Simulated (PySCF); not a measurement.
Compound: C5H9O2S (doublet state).
Z-matrix (Å and degrees, GFN2-xTB geometry), rows numbered from 1:
```
O 
S   1  1.4384
O   2  1.4371  1  118.42
C   2  1.7449  1  110.54  3  -129.89
C   4  1.4657  2  112.72  1   -52.72
C   5  1.5520  4  110.72  2   -63.66
C   6  1.5241  5  111.34  4    61.20
C   7  1.5126  6  112.42  5   -63.93
H   4  1.0735  2  116.81  1   156.25
H   5  1.0916  4  111.34  2   174.74
H   5  1.0929  4  108.42  2    54.06
H   6  1.0921  5  109.15  4   -60.61
H   6  1.0913  5  108.29  4  -178.20
H   7  1.0942  6  109.12  5   174.28
H   7  1.0919  6  109.51  5    56.13
H   8  1.0864  2  106.18  1   -62.86
H   8  1.0863  2  106.79  1   179.61
```

The hyperfine couplings belong to this conformer and change with its torsions.

As a line formula: `O=S1(=O)[CH]CCCC1` [radical].

Method used: PySCF 2.14.0, UKS B3LYP, pcH-1 on C H O S, non-relativistic, mean-field spin-orbit, GIAO. Geometry: GFN2-xTB, one conformer, isolated molecule. The geometry wasn't refined by DFT: couplings that depend on bond lengths, twists or pyramidal angles can differ widely from those at the functional's own minimum. Stability of the SCF solution: not tested.

Principal values of hyperfine tensors in MHz (contact, dipolar and spin–orbit terms together), for some of the nuclei:

```tsv
atom	isotope	A1	A2	A3
C4	13C	71.95	73.76	300.24
C6	13C	51.48	51.76	74.86
H11	1H	47.83	48.45	62.84
H9	1H	-85.64	-51.71	-12.10
H16	1H	24.97	27.13	32.02
H10	1H	14.63	15.16	28.20
S2	33S	-15.80	-14.55	-13.49
C8	13C	10.24	10.57	22.49
```

Task: Split each tensor into its isotropic and traceless parts, and turn a_iso into mT with g = 2.0026.

Result: a_iso is a third of the trace, T = A − a_iso, and a(mT) = a(MHz)/(g × 13.996). The tensors hold a spin–orbit part: the run splits a_iso into a_FC + a_SO, and T includes its anisotropic share.

```json
{"atom": "C4", "a_iso (MHz)": "148.65", "a_FC": "148.76", "a_SO": "-0.10", "a_iso (mT)": "5.304", "T1": "-76.70", "T2": "-74.89", "T3": "151.59"}
{"atom": "C6", "a_iso (MHz)": "59.37", "a_FC": "59.37", "a_SO": "-0.01", "a_iso (mT)": "2.118", "T1": "-7.88", "T2": "-7.61", "T3": "15.49"}
{"atom": "H11", "a_iso (MHz)": "53.04", "a_FC": "53.04", "a_SO": "0.00", "a_iso (mT)": "1.892", "T1": "-5.21", "T2": "-4.59", "T3": "9.80"}
{"atom": "H9", "a_iso (MHz)": "-49.82", "a_FC": "-49.83", "a_SO": "0.01", "a_iso (mT)": "-1.777", "T1": "-35.82", "T2": "-1.90", "T3": "37.71"}
{"atom": "H16", "a_iso (MHz)": "28.04", "a_FC": "28.04", "a_SO": "0.00", "a_iso (mT)": "1.000", "T1": "-3.07", "T2": "-0.91", "T3": "3.98"}
{"atom": "H10", "a_iso (MHz)": "19.33", "a_FC": "19.33", "a_SO": "0.00", "a_iso (mT)": "0.690", "T1": "-4.70", "T2": "-4.17", "T3": "8.87"}
{"atom": "S2", "a_iso (MHz)": "-14.62", "a_FC": "-14.65", "a_SO": "0.03", "a_iso (mT)": "-0.521", "T1": "-1.19", "T2": "0.07", "T3": "1.12"}
{"atom": "C8", "a_iso (MHz)": "14.43", "a_FC": "14.44", "a_SO": "0.00", "a_iso (mT)": "0.515", "T1": "-4.20", "T2": "-3.86", "T3": "8.06"}
```

Task: What spin density at the nucleus of S2 lies behind its contact coupling (g_N = 0.42921)?

Result: a_FC = 800.24 MHz bohr³ × g_N × ρ(0)/(2S). With a_FC = -14.65 MHz and 2S = 1, ρ(0) = -0.04265 bohr⁻³.

Task: C5 (13C, g_N = 1.40482) isn't in the table. Its spin density at the nucleus is -0.02403 bohr⁻³. What is its contact coupling?

Result: By the same relation, a_FC = -27.0 MHz. Its full tensor has the principal values -30.55, -27.45, -23.02 MHz.

Task: Which nucleus of the table has the largest anisotropic coupling, and what is its form?

Result: C4: -76.7, -74.9, 151.6 MHz, axial, in the ratio −1:−1:+2, the form that spin in one p orbital centred on that nucleus gives.

Task: In a single crystal, with the field along each principal axis of the tensor of H11 in turn, what first-order splitting does this nucleus give (isotropic g, quadrupole terms neglected)?

Result: 2 lines (I = 1/2), spaced by |A_i|/(g × 13.996): 1.71, 1.73, 2.24 mT along the axes of A1, A2 and A3.
